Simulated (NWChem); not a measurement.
# CdH$_{2}$; SMILES [CdH2]

```xyz
3

Cd     0.0000     0.0000     0.0000
H      0.0000     0.0000    -1.6798
H      0.0000     0.0000     1.6798
```
Atoms are numbered in this order, from 1.

Computed with NWChem. Coordinates come from a PBE0/def2-SVP optimisation. def2 effective core potentials on Cd; no spin-orbit coupling. Ions are spin-unrestricted doublets at the neutral geometry; other ion states weren't tried.

```json
[
 {"level": "B3LYP/def2-SVPD", "vertical ionisation energy, ΔSCF (eV)": "10.29", "−ε(HOMO) (eV)": "7.62", "ΔSCF minus −ε(HOMO) (eV)": "2.67"},
 {"level": "PBE/def2-SVPD", "vertical ionisation energy, ΔSCF (eV)": "10.13", "−ε(HOMO) (eV)": "6.66", "ΔSCF minus −ε(HOMO) (eV)": "3.47"},
 {"level": "M06-2X/def2-SVPD", "vertical ionisation energy, ΔSCF (eV)": "10.23", "−ε(HOMO) (eV)": "8.77", "ΔSCF minus −ε(HOMO) (eV)": "1.46"},
 {"level": "BHandHLYP/def2-SVPD", "vertical ionisation energy, ΔSCF (eV)": "?", "−ε(HOMO) (eV)": "?", "ΔSCF minus −ε(HOMO) (eV)": "?"},
 {"level": "PBE0/def2-SVPD", "vertical ionisation energy, ΔSCF (eV)": "10.21", "−ε(HOMO) (eV)": "7.77", "ΔSCF minus −ε(HOMO) (eV)": "2.44"}
]
```

Question: Fill in the missing entries.

Answer: 
- BHandHLYP/def2-SVPD, vertical ionisation energy, ΔSCF (eV): 10.22
- BHandHLYP/def2-SVPD, −ε(HOMO) (eV): 8.84
- BHandHLYP/def2-SVPD, ΔSCF minus −ε(HOMO) (eV): 1.38
